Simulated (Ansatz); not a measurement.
Consider the redistribution: `O[SiH](O)F` + `C#[C][SnH]([CH3])[Cl]` → `O[Si](O)(F)Cl` + `C#[C][SnH2][CH3]`.

Computed with Ansatz on PBE0-D4/def2-TZVP structures; ΔE is electronic, products minus reactants. CCSD(T)/CBS adds triple-zeta CCSD(T) − MP2 to the extrapolated MP2 energy (def2 sets, frozen cores). This one scheme is used for every species. DFT in def2-TZVPP. B3LYP here is the variant with VWN-RPA as its local correlation; programs differ in this. Elements past krypton have def2 core potentials. For Sn outer-core shells are correlated without core-valence functions, which leaves a few kJ/mol of doubt a bond. One conformer a species, not always the lowest.

| level | ΔE (kJ/mol) |
| --- | --- |
| PBE-D4 | -2.0 |
| r2SCAN-D4 | -4.4 |
| B3LYP-D4 | 1.9 |
| r2SCAN | -4.3 |
| B3LYP | 3.7 |
| MP2/def2-QZVPP | 3.0 |
| SCS-MP2/def2-QZVPP | 5.5 |
| CCSD/CBS(def2) | 3.4 |

Problem. What does CCSD(T)/CBS give? (An estimate is asked.)

Solution. Ansatz gave: +3.1 kJ/mol. The listed levels differ from it by -5.1, -7.5, -1.2, -7.4, 0.6, -0.1, 2.4, 0.3 kJ/mol.

Largest T1 diagnostic among the species: 0.013.

In def2-TZVPP, CCSD(T) changes the Hartree–Fock value by −9.3 kJ/mol (the triples alone add −0.3 kJ/mol) and MP2 by −7.2 kJ/mol.
